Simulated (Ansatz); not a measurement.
Steps of a relaxation of C2Cl2N2O2Si (`O=C=N[Si](Cl)(Cl)N=C=O`) with RKS PBE-D4/def2-SVP.

```sh
$ ansatz run in.yaml --threads 4 --pin off --events-out ev --progress --plain --max-ram 11315MiB
```

```yaml
crystal:
  periodic: [false, false, false]
  atoms:
    - {symbol: O, position_ang: [-1.592100, 0.517200, -3.346000]}
    - {symbol: C, position_ang: [-1.136200, 0.382100, -2.315300]}
    - {symbol: N, position_ang: [-0.661100, 0.214200, -1.291300]}
    - {symbol: Si, position_ang: [0.086400, 0.559100, 0.270900]}
    - {symbol: Cl, position_ang: [1.511100, 1.922100, 0.147000]}
    - {symbol: Cl, position_ang: [-1.405400, 1.386200, 1.487300]}
    - {symbol: N, position_ang: [0.614500, -0.928700, 0.920600]}
    - {symbol: C, position_ang: [1.109400, -1.669900, 1.654400]}
    - {symbol: O, position_ang: [1.561900, -2.428600, 2.455200]}
basis:
  gaussian: {orbitals: def2-SVP}
hamiltonian: {xc: pbe, dispersion: d4}
relax: {f_tol: 0.03, max_steps: 200}
```

Positions (Å) and forces (eV/Å) along the path, 5 of 5 steps:

```xyz
9
step=1 energy=-42034.4678 eV
O    -1.592    0.517   -3.346   -2.251    0.626   -4.856
C    -1.136    0.382   -2.315   -1.411    0.627   -3.207
N    -0.661    0.214   -1.291    4.488   -0.910    9.347
Si    0.086    0.559    0.271   -2.662   -1.036   -0.817
Cl    1.511    1.922    0.147    1.326    0.923   -0.241
Cl   -1.405    1.386    1.487    0.394   -0.380   -0.282
N     0.615   -0.929    0.921   -2.639    4.536   -4.439
C     1.109   -1.670    1.654    3.026   -4.975    5.465
O     1.562   -2.429    2.455   -0.270    0.589   -0.971
9
step=2 energy=-42035.2156 eV
O    -1.608    0.525   -3.427   -0.062   -0.048   -0.029
C    -1.142    0.398   -2.353    0.095    0.100    0.022
N    -0.649    0.233   -1.257    0.287    0.170    0.723
Si    0.031    0.583    0.301   -0.504   -0.354   -0.686
Cl    1.591    1.900    0.090   -0.056    0.038    0.056
Cl   -1.447    1.337    1.531    0.228   -0.008   -0.136
N     0.593   -0.897    0.938    0.058    0.111   -0.190
C     1.125   -1.680    1.695    0.004   -0.166    0.703
O     1.594   -2.445    2.464   -0.050    0.156   -0.463
9
step=3 energy=-42035.2377 eV
O    -1.608    0.530   -3.426    0.021   -0.051    0.134
C    -1.140    0.400   -2.352    0.050    0.059   -0.042
N    -0.647    0.228   -1.255    0.063    0.077    0.212
Si    0.022    0.565    0.289   -0.129   -0.150   -0.318
Cl    1.564    1.908    0.106    0.038    0.005   -0.012
Cl   -1.418    1.359    1.517   -0.037    0.001    0.016
N     0.590   -0.905    0.940    0.118   -0.053   -0.062
C     1.125   -1.684    1.703   -0.193    0.160    0.266
O     1.602   -2.448    2.462    0.070   -0.048   -0.194
9
step=4 energy=-42035.2454 eV
O    -1.615    0.494   -3.420    0.007    0.011   -0.006
C    -1.133    0.399   -2.351    0.002   -0.042    0.051
N    -0.635    0.253   -1.254   -0.038   -0.001   -0.012
Si    0.006    0.571    0.291    0.146    0.019   -0.030
Cl    1.577    1.884    0.126    0.015    0.083   -0.016
Cl   -1.439    1.379    1.504   -0.046   -0.007    0.015
N     0.592   -0.882    0.957   -0.089   -0.017    0.002
C     1.117   -1.672    1.714   -0.019   -0.023   -0.046
O     1.618   -2.472    2.415    0.022   -0.022    0.042
9
step=5 energy=-42035.2488 eV
O    -1.615    0.468   -3.413   -0.005   -0.006   -0.010
C    -1.130    0.386   -2.344    0.007   -0.002    0.014
N    -0.627    0.260   -1.246    0.002   -0.005    0.000
Si    0.022    0.586    0.293    0.002    0.024    0.013
Cl    1.575    1.923    0.123   -0.007   -0.002    0.001
Cl   -1.436    1.379    1.506    0.007   -0.003   -0.006
N     0.592   -0.873    0.960    0.000   -0.003   -0.003
C     1.108   -1.681    1.705   -0.007    0.008   -0.011
O     1.599   -2.494    2.399    0.001   -0.010    0.002
```

It took 9.5 s on 4 threads of an Arm Neoverse V2 on a shared host, with 0.2 GiB of host memory at the peak.
